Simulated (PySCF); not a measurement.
**First hyperpolarisability: `Cn1c(Br)ccc1B(F)F`, C$_{5}$H$_{5}$BBrF$_{2}$N**

Geometry:
| atom | x (Å) | y (Å) | z (Å) |
| --- | --- | --- | --- |
| C1 | 0.121 | -1.234 | -0.112 |
| N2 | 0.537 | 0.146 | -0.218 |
| C3 | -0.285 | 1.219 | -0.097 |
| Br4 | -2.110 | 1.026 | 0.196 |
| C5 | 0.441 | 2.396 | -0.219 |
| C6 | 1.772 | 2.001 | -0.422 |
| C7 | 1.831 | 0.606 | -0.418 |
| B8 | 3.095 | -0.229 | -0.602 |
| F9 | 3.119 | -1.559 | -0.597 |
| F10 | 4.261 | 0.374 | -0.781 |
| H11 | -0.760 | -1.412 | -0.744 |
| H12 | -0.139 | -1.486 | 0.928 |
| H13 | 0.939 | -1.880 | -0.442 |
| H14 | 0.032 | 3.401 | -0.167 |
| H15 | 2.631 | 2.655 | -0.563 |

Method used: PySCF 2.14.0, quadratic response CAM-B3LYP/aug-cc-pVDZ first hyperpolarisability, Taylor convention, gas phase. Geometry: PBE0-D3(BJ)/def2-SVP.

The calculation is non-relativistic, which matters for the atoms heavier than Zn.

(1) Give β for the processes computed.

(2) Which lowest excitations, dipole and polarisabilities go with it?

Results:

(1) In au, Taylor convention; the vector part is βᵢ = ⅓ Σⱼ (βᵢⱼⱼ + βⱼᵢⱼ + βⱼⱼᵢ); β∥ is 3/5 of the vector part along the dipole, the dipole points from − to +:
```tsv
process	λ (nm)	β vector norm	β∥	β HRS	depolarisation ratio
static β(0;0,0)	∞	313.4	149.6	155.5	3.21
second harmonic β(−2ω;ω,ω)	1907	354.5	169.1	172.7	3.34
Pockels β(−ω;ω,0)	1907	326.4	155.8	–	–
second harmonic β(−2ω;ω,ω)	1064	472.8	225.0	222.1	3.62
Pockels β(−ω;ω,0)	1064	357.6	170.6	–	–
```

(2) S1 5.18 eV (f = 0.376); S2 5.41 eV (f = 0.001); S3 5.76 eV (f = 0.017); dipole 1.72 D; isotropic α 102.5 au static, 102.9 au at 1907 nm, 103.8 au at 1064 nm, 104.2 au at 953.5 nm, 108.6 au at 532 nm.
